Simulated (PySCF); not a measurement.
Compound: C2H7FOSi.
SMILES with atom numbers: `[CH3:1][CH2:2][O:3][SiH2:4][F:5]` (hydrogens: H6, H7, H8 on C1; H9, H10 on C2; H11, H12 on Si4)

Geometry (PBE0-D3(BJ)/def2-SVP, Å), atoms numbered from 1 in this order:
```
atom  x, y, z in Å
C1    -1.8275   -0.0767    0.6722
C2    -0.4410    0.5156    0.6044
O3     0.4789   -0.4847    0.2177
Si4    2.0254   -0.2279   -0.2754
F5     2.9321    0.3006    0.9628
H6    -1.8576   -0.8988    1.4021
H7    -2.5610    0.6859    0.9739
H8    -2.1233   -0.4793   -0.3080
H9    -0.1496    0.9256    1.5881
H10   -0.4171    1.3561   -0.1161
H11    2.0798    0.8354   -1.3167
H12    2.5564   -1.5352   -0.7230
```

All values: CAM-B3LYP/def2-SVPD (PySCF, non-relativistic), on one gas-phase PBE0-D3(BJ)/def2-SVP geometry that isn't relaxed in the solvent. The solvent is an IEF-PCM continuum (van der Waals radii × 1.2), and excitations are vertical TDDFT with non-equilibrium linear response and a frozen core. Specific hydrogen bonds and non-electrostatic terms are outside this model.

Gas-phase singlets (H = HOMO, L = LUMO):

```csv
state,E (eV),λ (nm),f,leading configuration
S1,8.050,154,0.004,H→L 74%
S2,8.156,152,0.015,H→L+1 65%
S3,8.540,145,0.005,H-1→L+1 38%
S4,8.581,144,0.062,H-1→L 50%
S5,8.778,141,0.011,H→L+2 46%
```

Task: Give the list for water (ε = 78.36), n² = 1.78.

Result: 
| state | E (eV) | λ (nm) | f | leading configuration | change by rank (eV) |
| --- | --- | --- | --- | --- | --- |
| S1 | 8.001 | 155 | 0.007 | H→L 68% | -0.049 |
| S2 | 8.131 | 152 | 0.015 | H→L+1 62% | -0.025 |
| S3 | 8.512 | 146 | 0.069 | H-1→L 65% | -0.028 |
| S4 | 8.569 | 145 | 0.003 | H-1→L+1 57% | -0.012 |
| S5 | 8.841 | 140 | 0.008 | H→L+2 48% | +0.063 |

Task: The ground-state energy changes by -0.131 eV from gas to water. By how much does the total energy of gas-phase S4 change?

Result: E(S4) = E(S0) + excitation energy, so it changes by -0.131 − 0.069 = -0.200 eV: it is lowered more than the ground state, which is what a red shift means. This is the vertical state, with the slow part of the continuum still set for S0.

Task: How do the frontier levels move from gas to water?

Result: 
| orbital | gas (eV) | solvent (eV) | change (eV) | Löwdin shares, gas | Löwdin shares, solvent |
| --- | --- | --- | --- | --- | --- |
| LUMO+2 | 1.77 | 1.93 | +0.16 | Si4 40 %, H11 14 %, H12 13 %, F5 9 % | Si4 40 %, H11 14 %, H12 13 %, F5 10 % |
| LUMO+1 | 1.39 | 1.54 | +0.15 | Si4 23 %, O3 15 %, H11 12 %, H12 10 % | Si4 22 %, O3 14 %, C1 12 %, C2 10 % |
| LUMO | 1.24 | 1.26 | +0.02 | Si4 33 %, C2 12 %, F5 8 %, C1 8 % | Si4 40 %, F5 17 %, O3 11 %, H12 8 % |
| HOMO | -10.07 | -9.93 | +0.14 | O3 49 %, C2 17 %, H9 8 %, H10 8 % | O3 46 %, C2 19 %, H9 9 %, H10 8 % |
| HOMO-1 | -10.56 | -10.46 | +0.10 | O3 42 %, Si4 12 %, C2 12 %, H11 9 % | O3 40 %, C2 13 %, Si4 12 %, C1 9 % |
| HOMO-2 | -11.27 | -11.14 | +0.13 | Si4 22 %, H12 17 %, C1 11 %, C2 11 % | Si4 22 %, H12 16 %, C1 12 %, C2 11 % |
| HOMO-3 | -12.17 | -11.99 | +0.18 | C1 31 %, O3 17 %, H6 14 %, H8 10 % | C1 31 %, O3 18 %, H6 14 %, H8 9 % |

The HOMO–LUMO gap goes from 11.32 to 11.20 eV. Rows go by rank; for LUMO and LUMO+1 the atom shares or the degeneracy differ between the runs, so the row needn't follow one orbital.

Hardware: one thread, Arm Neoverse N1 (aarch64), shared host with 64 logical CPUs at a one-minute load of 59. Cost: 31 s wall, 0.79 GiB resident at most. This is the whole response run at CAM-B3LYP/def2-SVPD in water, SCF included.
